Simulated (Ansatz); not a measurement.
A short molecular-dynamics run on `OB1N=CO1`.

```yaml
crystal:
  periodic: [false, false, false]
  atoms:
    - {symbol: O, position_ang: [-1.273600, 0.822859, 1.003754]}
    - {symbol: B, position_ang: [-0.357893, 0.186646, 0.284009]}
    - {symbol: N, position_ang: [0.761129, 0.540001, -0.641566]}
    - {symbol: C, position_ang: [0.827826, -0.733899, -0.643990]}
    - {symbol: O, position_ang: [-0.166844, -1.232733, 0.186139]}
    - {symbol: H, position_ang: [-1.220953, 1.779641, 0.921820]}
    - {symbol: H, position_ang: [1.491636, -1.430516, -1.155866]}
basis:
  gaussian: {orbitals: def2-SVP}
hamiltonian: {xc: {name: PBE}, dispersion: d3bjatm}
md: {timestep: 0.5 fs, n_steps: 30, ensemble: nvt_langevin, temperature: 700, initial_velocities: maxwell_boltzmann, friction: 0.01, seed: 267}
```

```sh
$ ansatz run in.yaml --threads 2 --pin off --events-out ev --progress --plain --max-ram 4352MiB
```

```tsv
step	time (fs)	potential energy (eV)	kinetic (eV)	T (K)	conserved (eV)
0	0.0	-7317.5694	0.5429	600	–
1	0.5	-7317.5341	0.5563	615	–
2	1.0	-7317.4646	0.4983	551	–
3	1.5	-7317.3906	0.4309	476	–
4	2.0	-7317.3396	0.4102	453	–
5	2.5	-7317.3237	0.3612	399	–
6	3.0	-7317.3448	0.4032	446	–
7	3.5	-7317.3823	0.4460	493	–
8	4.0	-7317.4101	0.4818	532	–
9	4.5	-7317.4145	0.4714	521	–
10	5.0	-7317.3916	0.4434	490	–
11	5.5	-7317.3484	0.3925	434	–
12	6.0	-7317.2918	0.3578	395	–
13	6.5	-7317.2281	0.3290	364	–
14	7.0	-7317.1724	0.2722	301	–
15	7.5	-7317.1387	0.2521	279	–
16	8.0	-7317.1338	0.2585	286	–
17	8.5	-7317.1615	0.2967	328	–
18	9.0	-7317.2132	0.3477	384	–
19	9.5	-7317.2727	0.4267	472	–
20	10.0	-7317.3253	0.4644	513	–
21	10.5	-7317.3623	0.5495	607	–
22	11.0	-7317.3727	0.5598	619	–
23	11.5	-7317.3509	0.5228	578	–
24	12.0	-7317.3019	0.5254	581	–
25	12.5	-7317.2425	0.4686	518	–
26	13.0	-7317.2125	0.4955	548	–
27	13.5	-7317.2323	0.5180	573	–
28	14.0	-7317.3004	0.6056	669	–
29	14.5	-7317.3879	0.6897	762	–
30	15.0	-7317.4535	0.7611	841	–
```

Velocities are drawn at the set temperature; a run this short doesn't reach equilibrium.

Frames (Å, forces in eV/Å):

```xyz
7
time=0.0 fs
O    -1.274    0.823    1.004   -0.394   -0.467    0.340
B    -0.358    0.187    0.284    0.082    0.018   -0.068
N     0.761    0.540   -0.642    0.277    1.359   -0.281
C     0.828   -0.734   -0.644   -0.020   -0.379    0.033
O    -0.167   -1.233    0.186   -0.431   -0.739    0.381
H    -1.221    1.780    0.922    0.071    0.672   -0.085
H     1.492   -1.431   -1.156    0.415   -0.464   -0.319
7
time=0.5 fs
O    -1.271    0.818    1.002   -0.611    0.373    0.487
B    -0.359    0.188    0.286    0.356   -0.139   -0.264
N     0.761    0.542   -0.635    0.394    1.050   -0.384
C     0.828   -0.738   -0.649   -0.824    0.771    0.696
O    -0.167   -1.230    0.184   -0.465   -0.879    0.383
H    -1.214    1.789    0.925    0.034   -0.002   -0.034
H     1.470   -1.419   -1.147    1.117   -1.173   -0.883
7
time=1.0 fs
O    -1.269    0.814    1.000   -0.819    1.168    0.644
B    -0.359    0.190    0.289    0.626   -0.290   -0.458
N     0.761    0.545   -0.628    0.518    0.731   -0.494
C     0.828   -0.742   -0.653   -1.581    1.890    1.336
O    -0.166   -1.227    0.182   -0.497   -1.031    0.381
H    -1.206    1.798    0.930   -0.009   -0.632    0.004
H     1.451   -1.412   -1.141    1.763   -1.836   -1.412
7
time=1.5 fs
O    -1.268    0.810    0.999   -1.006    1.832    0.800
B    -0.360    0.191    0.292    0.871   -0.424   -0.635
N     0.761    0.548   -0.621    0.644    0.419   -0.610
C     0.827   -0.745   -0.658   -2.139    2.797    1.833
O    -0.167   -1.224    0.180   -0.521   -1.183    0.375
H    -1.198    1.807    0.935   -0.051   -1.147    0.025
H     1.436   -1.410   -1.139    2.202   -2.294   -1.788
7
time=2.0 fs
O    -1.267    0.807    0.998   -1.171    2.335    0.955
B    -0.359    0.193    0.295    1.080   -0.547   -0.787
N     0.760    0.551   -0.614    0.773    0.112   -0.732
C     0.827   -0.748   -0.662   -2.408    3.388    2.113
O    -0.167   -1.221    0.178   -0.535   -1.326    0.359
H    -1.190    1.813    0.942   -0.092   -1.514    0.029
H     1.428   -1.414   -1.142    2.353   -2.448   -1.938
7
time=2.5 fs
O    -1.266    0.803    0.997   -1.297    2.695    1.088
B    -0.359    0.194    0.297    1.237   -0.648   -0.897
N     0.760    0.555   -0.607    0.902   -0.148   -0.855
C     0.826   -0.751   -0.666   -2.359    3.595    2.137
O    -0.167   -1.218    0.176   -0.549   -1.470    0.344
H    -1.180    1.816    0.949   -0.135   -1.754    0.026
H     1.425   -1.424   -1.149    2.201   -2.270   -1.844
7
time=3.0 fs
O    -1.265    0.800    0.996   -1.397    2.884    1.203
B    -0.358    0.195    0.298    1.364   -0.728   -0.985
N     0.761    0.558   -0.601    1.015   -0.362   -0.968
C     0.825   -0.753   -0.670   -1.992    3.411    1.902
O    -0.168   -1.215    0.174   -0.570   -1.612    0.333
H    -1.171    1.815    0.956   -0.174   -1.837    0.018
H     1.427   -1.439   -1.159    1.754   -1.755   -1.503
7
time=3.5 fs
O    -1.265    0.798    0.996   -1.485    2.873    1.306
B    -0.358    0.196    0.300    1.463   -0.793   -1.060
N     0.761    0.561   -0.594    1.117   -0.521   -1.073
C     0.824   -0.754   -0.673   -1.434    2.942    1.510
O    -0.169   -1.213    0.171   -0.589   -1.746    0.322
H    -1.163    1.810    0.964   -0.198   -1.734    0.003
H     1.436   -1.461   -1.173    1.126   -1.022   -1.008
7
time=4.0 fs
O    -1.265    0.796    0.995   -1.542    2.663    1.375
B    -0.357    0.195    0.302    1.494   -0.812   -1.085
N     0.762    0.563   -0.588    1.218   -0.613   -1.171
C     0.823   -0.754   -0.676   -0.859    2.353    1.089
O    -0.170   -1.210    0.168   -0.599   -1.873    0.305
H    -1.155    1.800    0.972   -0.204   -1.460   -0.014
H     1.445   -1.485   -1.188    0.492   -0.258   -0.498
7
time=4.5 fs
O    -1.265    0.795    0.995   -1.579    2.288    1.408
B    -0.356    0.194    0.303    1.476   -0.809   -1.064
N     0.763    0.565   -0.582    1.305   -0.665   -1.260
C     0.822   -0.752   -0.678   -0.338    1.751    0.699
O    -0.172   -1.208    0.166   -0.601   -1.976    0.277
H    -1.148    1.787    0.981   -0.191   -1.041   -0.027
H     1.455   -1.510   -1.203   -0.073    0.451   -0.033
7
time=5.0 fs
O    -1.265    0.794    0.995   -1.607    1.788    1.412
B    -0.355    0.194    0.304    1.432   -0.811   -1.021
N     0.765    0.567   -0.575    1.379   -0.670   -1.342
C     0.820   -0.751   -0.680    0.091    1.222    0.394
O    -0.175   -1.206    0.164   -0.599   -2.062    0.242
H    -1.142    1.773    0.989   -0.163   -0.501   -0.029
H     1.465   -1.533   -1.218   -0.532    1.033    0.345
7
time=5.5 fs
O    -1.266    0.793    0.995   -1.625    1.180    1.387
B    -0.353    0.193    0.305    1.350   -0.791   -0.954
N     0.767    0.568   -0.569    1.445   -0.645   -1.415
C     0.819   -0.749   -0.683    0.418    0.810    0.171
O    -0.177   -1.204    0.162   -0.595   -2.151    0.204
H    -1.136    1.758    0.997   -0.117    0.130   -0.022
H     1.474   -1.552   -1.233   -0.876    1.467    0.630
7
time=6.0 fs
O    -1.267    0.792    0.994   -1.624    0.495    1.324
B    -0.351    0.192    0.306    1.221   -0.719   -0.854
N     0.770    0.569   -0.563    1.509   -0.624   -1.484
C     0.817   -0.747   -0.685    0.669    0.508    0.010
O    -0.179   -1.202    0.160   -0.596   -2.255    0.171
H    -1.129    1.743    1.006   -0.051    0.806   -0.006
H     1.482   -1.568   -1.245   -1.129    1.788    0.840
7
time=6.5 fs
O    -1.268    0.792    0.995   -1.603   -0.227    1.225
B    -0.349    0.191    0.306    1.049   -0.603   -0.723
N     0.772    0.570   -0.557    1.565   -0.642   -1.552
C     0.816   -0.746   -0.687    0.864    0.311   -0.087
O    -0.181   -1.200    0.158   -0.595   -2.353    0.133
H    -1.123    1.729    1.016    0.034    1.487    0.020
H     1.489   -1.582   -1.255   -1.314    2.027    0.986
7
time=7.0 fs
O    -1.268    0.791    0.995   -1.555   -0.856    1.099
B    -0.346    0.189    0.306    0.848   -0.468   -0.568
N     0.775    0.572   -0.552    1.608   -0.680   -1.608
C     0.814   -0.744   -0.690    0.990    0.176   -0.137
O    -0.183   -1.199    0.156   -0.572   -2.409    0.079
H    -1.118    1.718    1.027    0.117    2.047    0.052
H     1.493   -1.591   -1.264   -1.437    2.190    1.083
7
time=7.5 fs
O    -1.269    0.791    0.997   -1.469   -1.205    0.974
B    -0.344    0.187    0.306    0.636   -0.331   -0.400
N     0.778    0.574   -0.547    1.646   -0.712   -1.657
C     0.814   -0.742   -0.692    1.042    0.075   -0.142
O    -0.186   -1.198    0.155   -0.527   -2.434    0.010
H    -1.112    1.712    1.037    0.168    2.320    0.079
H     1.494   -1.597   -1.271   -1.496    2.287    1.136
7
time=8.0 fs
O    -1.270    0.790    0.998   -1.337   -1.208    0.868
B    -0.341    0.185    0.306    0.425   -0.170   -0.230
N     0.781    0.575   -0.541    1.676   -0.765   -1.698
C     0.813   -0.740   -0.694    1.038    0.041   -0.109
O    -0.189   -1.198    0.153   -0.471   -2.454   -0.066
H    -1.105    1.710    1.048    0.171    2.236    0.086
H     1.491   -1.598   -1.276   -1.503    2.319    1.150
7
time=8.5 fs
O    -1.271    0.788    0.999   -1.128   -0.867    0.778
B    -0.338    0.182    0.306    0.180    0.020   -0.033
N     0.784    0.577   -0.537    1.709   -0.820   -1.737
C     0.813   -0.738   -0.697    0.984    0.073   -0.050
O    -0.192   -1.198    0.152   -0.404   -2.468   -0.145
H    -1.098    1.714    1.059    0.114    1.786    0.062
H     1.484   -1.593   -1.281   -1.455    2.277    1.125
7
time=9.0 fs
O    -1.272    0.787    1.001   -0.854   -0.281    0.709
B    -0.334    0.180    0.305   -0.093    0.231    0.184
N     0.787    0.579   -0.533    1.739   -0.875   -1.768
C     0.812   -0.736   -0.700    0.877    0.182    0.044
O    -0.195   -1.199    0.150   -0.330   -2.472   -0.224
H    -1.091    1.723    1.069    0.009    1.071    0.005
H     1.475   -1.582   -1.283   -1.348    2.144    1.050
7
time=9.5 fs
O    -1.274    0.785    1.002   -0.569    0.374    0.664
B    -0.331    0.177    0.305   -0.350    0.451    0.389
N     0.790    0.580   -0.529    1.753   -0.943   -1.787
C     0.813   -0.735   -0.703    0.688    0.402    0.216
O    -0.198   -1.199    0.148   -0.246   -2.468   -0.308
H    -1.085    1.735    1.081   -0.113    0.282   -0.074
H     1.462   -1.564   -1.283   -1.163    1.903    0.900
7
time=10.0 fs
O    -1.275    0.783    1.003   -0.311    0.978    0.644
B    -0.327    0.174    0.304   -0.559    0.644    0.557
N     0.794    0.582   -0.525    1.741   -1.022   -1.789
C     0.814   -0.733   -0.706    0.404    0.743    0.489
O    -0.201   -1.200    0.146   -0.155   -2.443   -0.397
H    -1.078    1.746    1.091   -0.234   -0.435   -0.158
H     1.448   -1.541   -1.279   -0.886    1.535    0.655
7
time=10.5 fs
O    -1.276    0.782    1.004   -0.087    1.452    0.628
B    -0.324    0.171    0.304   -0.744    0.814    0.703
N     0.798    0.584   -0.523    1.703   -1.104   -1.770
C     0.814   -0.730   -0.710    0.010    1.225    0.864
O    -0.205   -1.201    0.145   -0.059   -2.387   -0.485
H    -1.072    1.756    1.101   -0.332   -1.011   -0.236
H     1.431   -1.513   -1.273   -0.491    1.012    0.297
7
time=11.0 fs
O    -1.277    0.780    1.006    0.110    1.740    0.593
B    -0.321    0.168    0.304   -0.926    0.992    0.848
N     0.802    0.586   -0.520    1.644   -1.191   -1.734
C     0.815   -0.728   -0.713   -0.519    1.886    1.367
O    -0.208   -1.202    0.143    0.038   -2.321   -0.569
H    -1.069    1.763    1.111   -0.396   -1.406   -0.301
H     1.412   -1.481   -1.267    0.050    0.300   -0.205
7
time=11.5 fs
O    -1.278    0.779    1.007    0.253    1.849    0.551
B    -0.318    0.165    0.305   -1.068    1.150    0.962
N     0.807    0.588   -0.518    1.551   -1.276   -1.670
C     0.815   -0.725   -0.716   -1.135    2.672    1.964
O    -0.211   -1.203    0.142    0.130   -2.241   -0.644
H    -1.067    1.766    1.119   -0.425   -1.605   -0.344
H     1.394   -1.448   -1.260    0.694   -0.548   -0.818
7
time=12.0 fs
O    -1.278    0.778    1.009    0.355    1.813    0.502
B    -0.315    0.163    0.307   -1.174    1.262    1.037
N     0.812    0.590   -0.515    1.429   -1.352   -1.577
C     0.815   -0.722   -0.718   -1.792    3.492    2.613
O    -0.214   -1.205    0.141    0.223   -2.120   -0.713
H    -1.067    1.765    1.128   -0.426   -1.644   -0.366
H     1.379   -1.417   -1.256    1.385   -1.451   -1.495
7
time=12.5 fs
O    -1.279    0.778    1.011    0.433    1.634    0.430
B    -0.311    0.160    0.309   -1.265    1.360    1.096
N     0.818    0.592   -0.513    1.278   -1.417   -1.459
C     0.814   -0.718   -0.720   -2.383    4.214    3.213
O    -0.217   -1.208    0.140    0.317   -1.983   -0.778
H    -1.067    1.761    1.134   -0.400   -1.533   -0.363
H     1.367   -1.388   -1.255    2.019   -2.275   -2.139
7
time=13.0 fs
O    -1.279    0.777    1.012    0.478    1.317    0.334
B    -0.308    0.158    0.312   -1.339    1.448    1.146
N     0.824    0.594   -0.512    1.102   -1.429   -1.310
C     0.813   -0.714   -0.721   -2.689    4.545    3.542
O    -0.221   -1.210    0.138    0.408   -1.837   -0.835
H    -1.068    1.753    1.138   -0.346   -1.276   -0.334
H     1.361   -1.362   -1.261    2.385   -2.768   -2.543
7
time=13.5 fs
O    -1.279    0.777    1.015    0.486    0.891    0.225
B    -0.305    0.156    0.314   -1.399    1.509    1.184
N     0.831    0.595   -0.510    0.921   -1.363   -1.141
C     0.811   -0.708   -0.722   -2.626    4.371    3.500
O    -0.224   -1.213    0.136    0.493   -1.683   -0.881
H    -1.070    1.743    1.140   -0.268   -0.891   -0.280
H     1.360   -1.344   -1.275    2.393   -2.834   -2.607
7
time=14.0 fs
O    -1.279    0.777    1.017    0.451    0.343    0.109
B    -0.303    0.153    0.318   -1.436    1.564    1.202
N     0.837    0.596   -0.508    0.730   -1.224   -0.950
C     0.808   -0.701   -0.723   -2.171    3.696    3.042
O    -0.227   -1.216    0.134    0.561   -1.533   -0.910
H    -1.072    1.731    1.142   -0.164   -0.371   -0.205
H     1.364   -1.332   -1.294    2.029   -2.475   -2.289
7
time=14.5 fs
O    -1.278    0.777    1.019    0.383   -0.297   -0.012
B    -0.301    0.151    0.321   -1.455    1.610    1.211
N     0.844    0.596   -0.507    0.534   -1.017   -0.739
C     0.805   -0.694   -0.723   -1.417    2.640    2.240
O    -0.231   -1.218    0.132    0.610   -1.371   -0.921
H    -1.075    1.719    1.143   -0.039    0.244   -0.117
H     1.372   -1.327   -1.318    1.385   -1.810   -1.662
7
time=15.0 fs
O    -1.277    0.778    1.021    0.309   -0.918   -0.126
B    -0.299    0.148    0.325   -1.461    1.630    1.210
N     0.851    0.596   -0.505    0.347   -0.729   -0.515
C     0.801   -0.685   -0.722   -0.583    1.429    1.299
O    -0.233   -1.221    0.130    0.646   -1.190   -0.918
H    -1.077    1.708    1.145    0.083    0.842   -0.031
H     1.382   -1.326   -1.346    0.660   -1.065   -0.920
```

Hardware: 2 threads of an INTEL XEON PLATINUM 8581C on a shared host. Wall time 18 s, peak host memory 0.16 GiB.
